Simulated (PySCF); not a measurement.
## Dipole response of Fe (iron, neutral)

[Ar] 3d6 4s2, high-spin 5D determinant. Computed with PySCF 2.14 in aug-cc-pwCVTZ, with the non-relativistic Hamiltonian (point nucleus). Coupled (time-dependent) response in atomic units; α is the mean over directions.

```
method  mean α (bohr³)         α xx, yy, zz  C₆ (like pair)  S(−4)
   UHF           85.73  84.51, 84.51, 88.18           823.1   7153
   PBE           63.29  62.52, 62.52, 64.82           565.6   2272
```

S(−4) is the Cauchy moment in α(ω) = α(0) + S(−4) ω² + …

Reference α: 62 ± 4 bohr³ (recommended; Schwerdtfeger and Nagle, table of static dipole polarizabilities (2023 update)). Published C₆: 482.0 (Chu and Dalgarno (2004); Tang, Norbeck and Certain (1976)).

Hartree-Fock lies above the reference because it lacks correlation, which contracts the outer shell.

α(iu) at UHF:

| u (hartree) | α(iu) (bohr³) |
| --- | --- |
| 0 | 85.73 |
| 0.0500 | 74.21 |
| 0.100 | 56.95 |
| 0.200 | 31.55 |
| 0.300 | 19.13 |
| 0.500 | 9.468 |
| 0.750 | 5.431 |
| 1.00 | 3.715 |
| 1.50 | 2.204 |
| 2.00 | 1.517 |
| 3.00 | 0.8772 |
| 5.00 | 0.4144 |

The components differ because the open shell of this determinant is not spherical; for a pure term their mean is the scalar polarisability.
